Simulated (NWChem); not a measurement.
System: hydrogen telluride (H2Te); SMILES [TeH2]

NWChem input:

```
start job
memory heap 200 mb stack 900 mb global 1100 mb
geometry units angstroms noautoz
  Te     0.000000     0.000000     0.037872
  H      0.000000    -1.178491    -1.135270
  H      0.000000     1.178491    -1.135270
end
basis spherical
  * library def2-svpd
end
ecp
  Te library def2-ecp
end
dft
  xc b3lyp
  iterations 150
end
tddft
  cis
  nroots 6
  notriplet
end
task tddft energy
```

NWChem printed, in part:

```
             Northwest Computational Chemistry Package (NWChem) 7.3.0
             --------------------------------------------------------

 C2V symmetry detected

                             Geometry "geometry" -> ""
                             -------------------------

 Output coordinates in angstroms (scale by  1.889725989 to convert to a.u.)

  No.       Tag          Charge          X              Y              Z
 ---- ---------------- ---------- -------------- -------------- --------------
    1 Te                  52.0000     0.00000000     0.00000000     0.04344970
    2 H                    1.0000     1.17849100     0.00000000    -1.12969230
    3 H                    1.0000    -1.17849100     0.00000000    -1.12969230

 Effective nuclear repulsion energy (a.u.)      33.3207680772

      Symmetry information
      --------------------

 Group name             C2v
 Group number             16
 Group order               4
 No. of unique centers     2

                                 NWChem DFT Module
                                 -----------------

 Summary of "ao basis" -> "ao basis" (spherical)
 ------------------------------------------------------------------------------
       Tag                 Description            Shells   Functions and Types
 ---------------- ------------------------------  ------  ---------------------
 Te                        def2-svpd                13       35   5s5p3d
 H                         def2-svpd                 4        8   2s2p

      Symmetry analysis of basis
      --------------------------

        a1         22
        a2          5
        b1         14
        b2         10

            General Information
            -------------------
          SCF calculation type: DFT
          Wavefunction type:  closed shell.
          No. of atoms     :     3
          No. of electrons :    26
           Alpha electrons :    13
            Beta electrons :    13
          Charge           :     0
          Spin multiplicity:     1
          Use of symmetry is: off; symmetry adaption is: on
          Maximum number of iterations: 150
          AO basis - number of functions:    51
                     number of shells:    21
          Convergence on energy requested:  1.00D-06
          Convergence on density requested:  1.00D-05
          Convergence on gradient requested:  5.00D-04

              XC Information
              --------------
                         B3LYP Method XC Potential
                     Hartree-Fock (Exact) Exchange  0.200
                        Slater Exchange Functional  0.800 local
                    Becke 1988 Exchange Functional  0.720 non-local
              Lee-Yang-Parr Correlation Functional  0.810
                  VWN I RPA Correlation Functional  0.190 local

             Grid Information
             ----------------
          Grid used for XC integration:  medium
          Radial quadrature: Mura-Knowles
          Angular quadrature: Lebedev.
          Tag              B.-S. Rad. Rad. Pts. Rad. Cut. Ang. Pts.
          ---              ---------- --------- --------- ---------
          Te                  1.40      123          10.0       590
          H                   0.35       45           9.0       434
          Grid pruning is: on
          Number of quadrature shells:   213
          Spatial weights used:  Erf1

      Superposition of Atomic Density Guess
      -------------------------------------

 Sum of atomic energies:        -312.22018765

      Non-variational initial energy
      ------------------------------

 Total energy =    -268.013810
 1-e energy   =    -498.297589
 2-e energy   =     214.784071
 HOMO         =      -0.258541
 LUMO         =       0.021101

      Symmetry analysis of molecular orbitals - initial
      -------------------------------------------------

  Numbering of irreducible representations:

     1 a1          2 a2          3 b1          4 b2

  Orbital symmetries:

     1 a1          2 b1          3 a1          4 b2          5 b1
     6 a1          7 a1          8 a2          9 b2         10 a1
    11 b1         12 a1         13 b2         14 b1         15 a1
    16 a1         17 b1         18 b2         19 a1         20 a1
    21 a2         22 b2         23 a1

   convergence    iter        energy       DeltaE   RMS-Dens  Diis-err
 ---------------- ----- ----------------- --------- --------- ---------
 d= 0,ls=0.0,diis     1   -269.2761868794 -2.85D+02  1.25D-02  8.99D-02
 d= 0,ls=0.0,diis     2   -269.2872546823 -1.11D-02  4.28D-03  2.80D-02
 d= 0,ls=0.0,diis     3   -269.2927922515 -5.54D-03  1.38D-03  3.59D-03
 d= 0,ls=0.0,diis     4   -269.2935814079 -7.89D-04  3.28D-04  1.24D-04
 d= 0,ls=0.0,diis     5   -269.2935973155 -1.59D-05  2.72D-05  2.02D-06
 d= 0,ls=0.0,diis     6   -269.2935976547 -3.39D-07  2.83D-06  8.10D-09

         Total DFT energy =     -269.293597654651
      One electron energy =     -499.054996697168
           Coulomb energy =      235.820698370327
    Exchange-Corr. energy =      -21.559007926716
 Nuclear repulsion energy =       15.499708598905

 Numeric. integr. density =       26.000028317909

                  Occupations of the irreducible representations
                  ----------------------------------------------

                     irrep           alpha         beta
                     --------     --------     --------
                     a1                6.0          6.0
                     a2                1.0          1.0
                     b1                3.0          3.0
                     b2                3.0          3.0

                       DFT Final Molecular Orbital Analysis
                       ------------------------------------

 Vector   11  Occ=2.000000D+00  E=-3.914348D-01  Symmetry=b1
              MO Center= -1.2D-10,  7.4D-11, -6.5D-01, r^2= 2.2D+00
   Bfn.  Coefficient  Atom+Function         Bfn.  Coefficient  Atom+Function
  ----- ------------  ---------------      ----- ------------  ---------------
    12      0.427728  1 Te px                36      0.314795  2 H  s
    44     -0.314795  3 H  s                 15      0.235835  1 Te px
     9     -0.171900  1 Te px                 6     -0.135308  1 Te px
    37      0.120471  2 H  s                 45     -0.120471  3 H  s
    24     -0.091641  1 Te d  1              29      0.065482  1 Te d  1

 Vector   12  Occ=2.000000D+00  E=-3.404997D-01  Symmetry=a1
              MO Center= -1.9D-10,  2.7D-10, -4.2D-02, r^2= 2.4D+00
   Bfn.  Coefficient  Atom+Function         Bfn.  Coefficient  Atom+Function
  ----- ------------  ---------------      ----- ------------  ---------------
    14      0.464974  1 Te pz                 3      0.358940  1 Te s
    17      0.274650  1 Te pz                 4      0.259233  1 Te s
    36     -0.240552  2 H  s                 44     -0.240552  3 H  s
    11     -0.186064  1 Te pz                 2     -0.145692  1 Te s
     8     -0.146063  1 Te pz                 1     -0.140166  1 Te s

 Vector   13  Occ=2.000000D+00  E=-2.326746D-01  Symmetry=b2
              MO Center= -2.4D-10,  2.2D-10, -6.1D-03, r^2= 2.4D+00
   Bfn.  Coefficient  Atom+Function         Bfn.  Coefficient  Atom+Function
  ----- ------------  ---------------      ----- ------------  ---------------
    13      0.597512  1 Te py                16      0.491763  1 Te py
    10     -0.232275  1 Te py                 7     -0.181262  1 Te py
    19      0.049895  1 Te py                42      0.033667  2 H  py
    50      0.033667  3 H  py

 Vector   14  Occ=0.000000D+00  E=-3.746231D-02  Symmetry=b1
              MO Center= -4.5D-11,  1.9D-10, -1.4D-02, r^2= 4.2D+00
   Bfn.  Coefficient  Atom+Function         Bfn.  Coefficient  Atom+Function
  ----- ------------  ---------------      ----- ------------  ---------------
    15      0.434241  1 Te px                12      0.388008  1 Te px
    34     -0.289006  1 Te d  1              36     -0.251174  2 H  s
    44      0.251174  3 H  s                 37     -0.247084  2 H  s
    45      0.247084  3 H  s                 29     -0.158125  1 Te d  1
     9     -0.147439  1 Te px                24      0.135065  1 Te d  1

[...]

                                NWChem TDDFT Module
                                -------------------

            General Information
            -------------------
           No. of orbitals :     102
            Alpha orbitals :      51
             Beta orbitals :      51
        Alpha frozen cores :       0
         Beta frozen cores :       0
     Alpha frozen virtuals :       0
      Beta frozen virtuals :       0
         Spin multiplicity :       1
    Number of AO functions :      51
        Use of symmetry is : off
      Symmetry adaption is : on
         Schwarz screening :  0.10D-07

              XC Information
              --------------
                  B3LYP Method XC Potential
              Hartree-Fock (Exact) Exchange   0.20
                 Slater Exchange Functional   0.80 local
             Becke 1988 Exchange Functional   0.72 non-local
       Lee-Yang-Parr Correlation Functional   0.81
           VWN I RPA Correlation Functional   0.19 local

             TDDFT Information
             -----------------
          Calculation type : Tamm-Dancoff TDDFT
         Wavefunction type : Restricted singlets
          No. of electrons :      26
           Alpha electrons :      13
            Beta electrons :      13
              No. of roots :       6
          Max subspacesize :    5200
            Max iterations :     100
               Target root :       1
           Target symmetry : none
      Symmetry restriction : off
                 Algorithm : Optimal
        Davidson threshold :  0.10D-03

    6 smallest eigenvalue differences (eV)
--------------------------------------------------------
  No. Spin  Occ  Vir  Irrep   E(Occ)    E(Vir)   E(Diff)
--------------------------------------------------------
    1    1   13   14 a2       -0.233    -0.037     5.312
    2    1   13   15 b2       -0.233    -0.023     5.713
    3    1   13   16 a2       -0.233     0.029     7.110
    4    1   13   17 b2       -0.233     0.030     7.151
    5    1   13   18 a1       -0.233     0.039     7.386
    6    1   13   19 b2       -0.233     0.049     7.663
--------------------------------------------------------

  Entering Davidson iterations
  Restricted singlet excited states

  Iter   NTrls   NConv    DeltaV     DeltaE      Time
  ----  ------  ------  ---------  ---------  ---------
    1      6       0     0.81E-01   0.10+100        3.2
    2     12       0     0.18E-01   0.14E-01        3.3
    3     18       2     0.13E-01   0.31E-02        3.2
    4     22       4     0.20E-02   0.13E-03        2.6
    5     24       4     0.73E-03   0.56E-05        2.1
    6     26       5     0.11E-03   0.41E-06        2.1
    7     27       6     0.66E-04   0.86E-08        1.8
  ----  ------  ------  ---------  ---------  ---------
  Convergence criterion met

  Ground state a1       -269.293597654651 a.u.

  ----------------------------------------------------------------------------
  Root   1 singlet a2             0.151335118 a.u.                4.1180 eV
  ----------------------------------------------------------------------------
     Transition Moments    X  0.00000   Y  0.00000   Z -0.00000
     Dipole Oscillator Strength                    0.0000000000
     Electric Quadrupole                           0.0000000307
     Magnetic Dipole                               0.0000005261
     Total Oscillator Strength                     0.0000005568

     Occ.   13  b2  ---  Virt.   14  b1      -0.99941
  ----------------------------------------------------------------------------
  Root   2 singlet b2             0.174788749 a.u.                4.7562 eV
  ----------------------------------------------------------------------------
     Transition Moments    X -0.00000   Y  0.59365   Z  0.00000
     Dipole Oscillator Strength                    0.0410654362
     Electric Quadrupole                           0.0000000036
     Magnetic Dipole                               0.0000001637
     Total Oscillator Strength                     0.0410656034

     Occ.   13  b2  ---  Virt.   15  a1      -0.99872
  ----------------------------------------------------------------------------
  Root   3 singlet a2             0.229557348 a.u.                6.2466 eV
  ----------------------------------------------------------------------------
     Transition Moments    X  0.00000   Y -0.00000   Z  0.00000
     Dipole Oscillator Strength                    0.0000000000
     Electric Quadrupole                           0.0000002970
     Magnetic Dipole                               0.0000000074
     Total Oscillator Strength                     0.0000003044

     Occ.   13  b2  ---  Virt.   16  b1       0.99945
  ----------------------------------------------------------------------------
  Root   4 singlet b2             0.232262195 a.u.                6.3202 eV
  ----------------------------------------------------------------------------
     Transition Moments    X -0.00000   Y -0.03063   Z  0.00000
     Dipole Oscillator Strength                    0.0001452487
     Electric Quadrupole                           0.0000003152
     Magnetic Dipole                               0.0000000251
     Total Oscillator Strength                     0.0001455889

     Occ.   13  b2  ---  Virt.   17  a1      -0.98916
     Occ.   13  b2  ---  Virt.   19  a1      -0.13424
  ----------------------------------------------------------------------------
  Root   5 singlet a1             0.248179955 a.u.                6.7533 eV
  ----------------------------------------------------------------------------
     Transition Moments    X  0.00000   Y  0.00000   Z  0.11867
     Dipole Oscillator Strength                    0.0023299141
     Electric Quadrupole                           0.0000004634
     Magnetic Dipole                               0.0000000000
     Total Oscillator Strength                     0.0023303775

     Occ.   11  b1  ---  Virt.   14  b1      -0.06754
     Occ.   12  a1  ---  Virt.   15  a1      -0.06503
     Occ.   12  a1  ---  Virt.   17  a1       0.07057
     Occ.   13  b2  ---  Virt.   18  b2      -0.98840
  ----------------------------------------------------------------------------
  Root   6 singlet b2             0.256819202 a.u.                6.9884 eV
  ----------------------------------------------------------------------------
     Transition Moments    X  0.00000   Y  0.92549   Z  0.00000
     Dipole Oscillator Strength                    0.1466505137
     Electric Quadrupole                           0.0000000015
     Magnetic Dipole                               0.0000001082
     Total Oscillator Strength                     0.1466506234

     Occ.   11  b1  ---  Virt.   21  a2       0.05044
     Occ.   12  a1  ---  Virt.   22  b2       0.05753
     Occ.   13  b2  ---  Virt.   17  a1       0.05776
     Occ.   13  b2  ---  Virt.   19  a1      -0.68457
     Occ.   13  b2  ---  Virt.   20  a1      -0.71929

              Target root =      1
          Target symmetry = none
      Ground state energy =   -269.293597654651
        Excitation energy =      0.151335117983
     Excited state energy =   -269.142262536668

  stored tddft:energy   -269.14226253666817
```

Level: B3LYP/def2-SVPD with def2 effective core potentials on Te, TDA. Structure relaxed at the PBE0/def2-SVP level. No frequency run checked for a minimum. def2 effective core potentials on Te; no spin-orbit coupling.
